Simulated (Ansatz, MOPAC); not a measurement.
System: methylaminoboronic acid, CH6BNO2, net charge 0, singlet state. SMILES: CNB(O)O

Atoms: C1, N2, B3, O4, O5, H6, H7, H8, H9, H10, H11. Bonds: C1-N2, C1-H6, C1-H7, C1-H8, N2-B3, N2-H9, B3-O4, B3-O5, O4-H10, O5-H11.

Bond lengths (Å) and angles (degrees) optimised at AM1 with MOPAC; PM7 with MOPAC; HF/6-31G* with Ansatz (an electronic-structure program); B3LYP/6-31G* with Ansatz, each started from the B3LYP-D3(BJ)/def2-TZVP structure (Ansatz) of the last column. A row stands for all coordinates that are equal there; 11 of 23 kinds are shown. 6-31G* holds six Cartesian d functions.

```tsv
coordinate	AM1	PM7	HF/6-31G*	B3LYP/6-31G*	B3LYP-D3(BJ)/def2-TZVP
C1-N2	1.423	1.459	1.445	1.451	1.451
C1-H6	1.123	1.104	1.084	1.097	1.091
C1-H7	1.126	1.107	1.088	1.101	1.096
C1-H8	1.124	1.106	1.085	1.096	1.093
N2-B3	1.404	1.405	1.424	1.430	1.423
N2-H9	0.985	1.001	0.995	1.011	1.006
B3-O4	1.375	1.423	1.365	1.380	1.377
B3-O5	1.372	1.420	1.363	1.377	1.375
C1-N2-B3	124.6	122.9	126.7	127.1	126.1
N2-B3-O4	125.4	122.6	121.7	122.0	122.5
N2-B3-O5	127.4	125.2	122.8	123.2	122.7
```

Mean signed difference of all 10 bond lengths from B3LYP-D3(BJ)/def2-TZVP: AM1 0.002 Å, PM7 0.011 Å, HF/6-31G* -0.009 Å, B3LYP/6-31G* 0.004 Å.
